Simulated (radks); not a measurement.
The numbers below are computed, except where a source is named.
The erbium ion Er2+ inside a hard spherical wall (all orbitals vanish at R), configuration held at [Xe] 4f12 and not refilled when levels cross. Code: a radial shooting solver on a logarithmic mesh with Libxc functionals. Model: scalar-relativistic Kohn-Sham, r2SCAN, spin-polarised, spherical densities, finite nucleus; open shells are filled with parallel spins first (spin-orbit coupling, left out, can overturn this in heavy ions); meta-GGA in the generalised Kohn-Sham scheme; Fermi nuclear charge, rms radius 5.2516 fm. Eigenvalues in eV for spin up, with the zero of energy where the potential of the charges vanishes at infinity; a dash marks a level that is unbound or too diffuse for the functional's potential to be trusted. A positive occupied level is held by the wall or, in an anion where self-interaction has pushed it up, behind a barrier. The pressure on the wall is -dE/dV.

| R (bohr) | E (hartree) | kinetic (hartree) | e(4d) | e(5s) | e(5p) | e(4f) | e(6s, empty) | e(5d, empty) | pressure (GPa) |
|---|---|---|---|---|---|---|---|---|---|
| free | -13085.7463 | 14185.264 | -183.55 | -68.198 | -41.928 | -18.086 | -13.871 | -12.980 | 0 |
| 20 | -13085.7463 | 14185.264 | -183.55 | -68.198 | -41.928 | -18.086 | -13.871 | -12.980 | < 0.0001 |
| 12 | -13085.7463 | 14185.264 | -183.55 | -68.198 | -41.928 | -18.086 | -13.871 | -12.980 | < 0.0001 |
| 10 | -13085.7463 | 14185.264 | -183.55 | -68.198 | -41.928 | -18.086 | -13.869 | -12.980 | < 0.0001 |
| 8 | -13085.7463 | 14185.264 | -183.55 | -68.197 | -41.928 | -18.085 | -13.834 | -12.972 | 0.000532 |
| 6 | -13085.7459 | 14185.267 | -183.51 | -68.174 | -41.907 | -18.055 | -13.292 | -12.833 | 0.0491 |
| 3 | -13085.3184 | 14188.266 | -177.50 | -63.789 | -37.124 | -12.354 | 16.793 | -2.456 | 296 |
| 2.5 | -13084.0874 | 14195.131 | -168.50 | -56.664 | -28.506 | -3.733 | 53.112 | 11.393 | 1710 |
| 2 | -13078.9363 | 14218.603 | -146.33 | -35.259 | -2.138 | 18.097 | 145.52 | 48.796 | 11600 |
| 1.5 | -13053.9732 | 14313.465 | -89.466 | 46.018 | 94.694 | 78.332 | 421.18 | 169.91 | 109000 |
